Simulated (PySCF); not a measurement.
# Assigning NMR signals

Geometry (Å), atoms numbered from 1 in this order:
```xyz
19

C     2.916    0.788   -0.034
N     2.347   -0.301   -0.760
C     1.166   -0.702   -0.610
C     0.107   -0.238    0.316
C     0.505    0.123    1.621
N     0.837    0.386    2.689
C    -1.197   -0.213   -0.036
C    -1.645   -0.584   -1.415
C    -2.270    0.207    0.912
H     2.189    1.453    0.445
H     3.532    1.358   -0.730
H     3.574    0.379    0.735
H     0.869   -1.524   -1.256
H    -1.462   -1.643   -1.603
H    -1.101   -0.019   -2.170
H    -2.709   -0.395   -1.534
H    -3.012   -0.588    1.001
H    -2.781    1.089    0.525
H    -1.875    0.433    1.899
```

- GFN2-xTB geometry
- PBE0/pcSseg-1 with gauge-including orbitals
- run in PySCF
- non-relativistic Hamiltonian, single conformer, averaged over atoms made equivalent by symmetry, fast rotation or ring inversion, no solvent model

Referencing at the same level of theory: ¹³C (σref 186.93), ¹H (σref 31.72) vs TMS.

(1) Assign these signals to the numbered atoms. ¹³C{¹H} NMR (computed): δ 173.6 (C), 155.1 (CH), 121.9 (C), 109.7 (C), 45.1 (CH3), 29.1 (CH3), 22.0 (CH3).

(2) Assign these signals to the numbered atoms. ¹H NMR (600 MHz, computed): δ 7.91 (s, 1H), 4.00 (s, 3H), 2.42 (s, 3H), 2.12 (s, 3H).

Answers

(1) 
```tsv
δ (ppm)	atoms	environment	reason
173.6	C7	fully substituted alkene carbon	–
155.1	C3	C=N carbon	–
121.9	C5	nitrile carbon	this is the usual window of a C≡N carbon, which has no attached hydrogen
109.7	C4	fully substituted alkene carbon	an sp2 carbon of a C=C bond
45.1	C1	methyl carbon bonded to N	the inductive effect lowers its shielding
29.1	C9	allylic methyl carbon	aliphatic region, no heteroatom directly attached
22.0	C8	allylic methyl carbon	–
```

(2) 
7.91 → H13, hydrogen on a C=N carbon
4.00 → H10/H11/H12, hydrogen on a methyl carbon bonded to N: its carbon carries N, an electronegative neighbour
2.42 → H17/H18/H19, hydrogen on an allylic methyl carbon: allylic position
2.12 → H14/H15/H16, hydrogen on an allylic methyl carbon

Shifts are as computed. Against solution values, carbons near 30 ppm lie about +3 ppm off and those near 130 ppm about +5 ppm. Of 1211 compounds with measured shifts, 218 miss one by over three times the rms of a fit or turn the order of signals round; such compounds aren't used in these exercises. Multiplicities follow the n + 1 count of equivalent neighbours, as no J values were calculated; m marks all less simple cases, F and P coupling included.
